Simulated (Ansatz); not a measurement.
`C[SiH2][AsH]O` + H₂ → `C[SiH2][AsH2]` + H₂O  (hydrogenolysis of the As–O bond)

Calculated with Ansatz (gas phase, PBE0-D4/def2-TZVP geometries, no zero-point term in ΔE). CBS: MP2 limit from def2 TZ/QZ plus the TZ coupled-cluster correction, frozen cores. This one scheme is used for every species. DFT in def2-TZVPP. B3LYP here is the variant with VWN-RPA as its local correlation; programs differ in this. For As outer-core shells are correlated without core-valence functions, which leaves a few kJ/mol of doubt a bond. Scalar relativity is left out up to krypton. One conformer a species, not always the lowest.

```
        species  B3LYP-D4 energy (Eh)
`C[SiH2][AsH]O`           -2643.07155
             H₂              -1.18011
`C[SiH2][AsH2]`           -2567.80446
            H₂O             -76.46698
```

(1) Work out ΔE.

Largest T1 diagnostic among the species: 0.012.

Results:

(1) ΔE = (-2567.80446) + (-76.46698) − (-2643.07155) − (-1.18011) = -0.01978 Eh = -0.54 eV. CCSD(T)/CBS gives -0.66 eV.

The D4 term adds +0.06 eV with B3LYP and +0.03 eV with PBE0; it sums over pairs of atoms, weighted by their polarisabilities, and B3LYP, whose exchange is more repulsive, gets the larger term. From PBE to PBE0 (25 % exact exchange), in def2-TZVPP and without D4, ΔE moves by −0.10 eV.
